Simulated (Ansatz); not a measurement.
`O[SiH]([SiH3])S` + H₂O → `O[SiH](O)[SiH3]` + H₂S  (formal hydrolysis of the Si–S bond)

Computed with Ansatz on PBE0-D4/def2-TZVP structures; ΔE is electronic, products minus reactants. CBS: MP2 limit from def2 TZ/QZ plus the TZ coupled-cluster correction, frozen cores. This one scheme is used for every species. DFT in def2-TZVPP. B3LYP here is the variant with VWN-RPA as its local correlation; programs differ in this. Each species was taken in one conformer, which may not be the lowest.

Q: Is it downhill or uphill in electronic energy at CCSD(T)/CBS, and by how much? (An estimate is asked.)

A: Ansatz gave: Downhill: ΔE = -0.38 eV.

Q: What do these levels give: r2SCAN-D4, B97M-V, B3LYP-D4, r2SCANh-D4, r2SCAN0-D4, BLYP, B3LYP, r2SCANh, r2SCAN0, CAM-B3LYP, HF/def2-TZVPP, CCSD/def2-TZVPP? (An estimate is asked.)

A: The calculation gave: r2SCAN-D4 -0.40, B97M-V -0.43, B3LYP-D4 -0.42, r2SCANh-D4 -0.40, r2SCAN0-D4 -0.39, BLYP -0.48, B3LYP -0.49, r2SCANh -0.41, r2SCAN0 -0.41, CAM-B3LYP -0.54, HF/def2-TZVPP -0.59, CCSD/def2-TZVPP -0.47 eV.

Largest T1 diagnostic among the species: 0.013.

Leaving LDA and LC-ωPBE aside and taking each functional with its dispersion term where it has one, the values, not all of them listed here, spread over 0.23 eV, from CAM-B3LYP-D4 to revPBE-D4. LDA lies −0.04 eV from PBE without D4. The D4 term adds +0.06 eV with B3LYP and +0.03 eV with PBE0; it sums over pairs of atoms, weighted by their polarisabilities, and B3LYP, whose exchange is more repulsive, gets the larger term.
